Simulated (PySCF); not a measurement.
Computed IR spectrum (relative IR intensity) of a molecule C2H9BO2Si. Geometry: PBE-D3(BJ)/def2-SVP. The values are those of a single conformer. Calculation: PySCF 2.14.0 with PBE-D3(BJ)/def2-SVP. Frequencies are harmonic and unscaled.

| ν (cm⁻¹) | relative intensity |
|---|---|
| 347 | 2.5 |
| 471 | 3.0 |
| 542 | 33 |
| 570 | 10 |
| 585 | 4.8 |
| 746 | 16 |
| 786 | 16 |
| 856 | 8.9 |
| 868 | 72 |
| 918 | 30 |
| 950 | 5.6 |
| 986 | 16 |
| 991 | 78 |
| 1029 | 8.9 |
| 1217 | 8.0 |
| 1303 | 100 |
| 1370 | 25 |
| 1386 | 2.3 |
| 1390 | 4.9 |
| 1431 | 57 |
| 2142 | 79 |
| 3041 | 2.1 |
| 3781 | 24 |
| 3784 | 6.1 |

Q: Which structure fits?
(A) COB([SiH3])OC
(B) C[SiH](C)B(O)O
(C) COB(C)O[SiH3]
(D) C[SiH2]CB(O)O

A: D, C[SiH2]CB(O)O
